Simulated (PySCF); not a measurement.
Compound: C₄H₁₂BP.
SMILES: `CB(C)P(C)C`

A linear-response calculation (PySCF, def2-SVPD basis, gas phase, vertical, core orbitals frozen in the response) gave these numbers; the functional is withheld.

Orbital energies (eV): HOMO-3 -9.46, HOMO-2 -8.55, HOMO-1 -8.15, HOMO -5.89, LUMO -0.95, LUMO+1 0.22, LUMO+2 0.68.

| state | E (eV) | f | main configurations (H = HOMO, L = LUMO) |
| --- | --- | --- | --- |
| S1 | 4.37 | 0.112 | H→L (96%) |
| S2 | 5.34 | 0.0024 | H→L+1 (98%) |
| S3 | 5.70 | 0.023 | H→L+2 (98%) |
| S4 | 6.00 | 0.025 | H-1→L (74%), H→L+3 (23%) |
| S5 | 6.15 | 0.055 | H→L+3 (76%), H-1→L (22%) |
| S6 | 6.30 | 0.0036 | H-2→L (96%) |

Triplets (Tamm–Dancoff): T1 3.20 eV, H→L (98%); T2 5.22 eV, H→L+2 (71%), H→L+1 (17%); T3 5.23 eV, H→L+1 (80%), H→L+2 (15%); T4 5.52 eV, H-1→L (97%).

Vertical ionisation energy by ΔSCF with the same functional: 7.97 eV. Mean static polarisability: 95.4 au.

Task: Which of these was used?
A. CAM-B3LYP
B. B3LYP
C. PBE
D. HF

Result: B. B3LYP is a global hybrid with 20% exact exchange. In this run −ε(HOMO) = 5.89 eV differs from the ΔSCF value by -2.09 eV, and S1 differs from the orbital gap of 4.94 eV by -0.58 eV. The ratio −ε(HOMO)/IP is 0.74. Small neutral molecules mostly give 0.67 to 0.83 with B3LYP, 0.5 to 0.7 with PBE, 0.85 to 0.93 with CAM-B3LYP; Hartree–Fock can't fall below 1, since the ion's relaxation only lowers the ΔSCF value. The other options: PBE, a GGA without exact exchange; HF, time-dependent Hartree–Fock, 100% exact exchange; CAM-B3LYP, range-separated, 19% exact exchange at short range and 65% at long range (ω = 0.33 bohr⁻¹).

Theory: TDDFT B3LYP/def2-SVPD, vertical, gas phase, core orbitals frozen in the response (PySCF 2.14.0, density-fitted response routines). One conformer (not necessarily the lowest) at the PBE0-D3(BJ)/def2-SVP geometry, without solvent, vibrations or thermal averaging.

Conformer computed: `[CH3:1][B:2]([CH3:3])[P:4]([CH3:5])[CH3:6]`: C1–B2–P4–C5 150°.
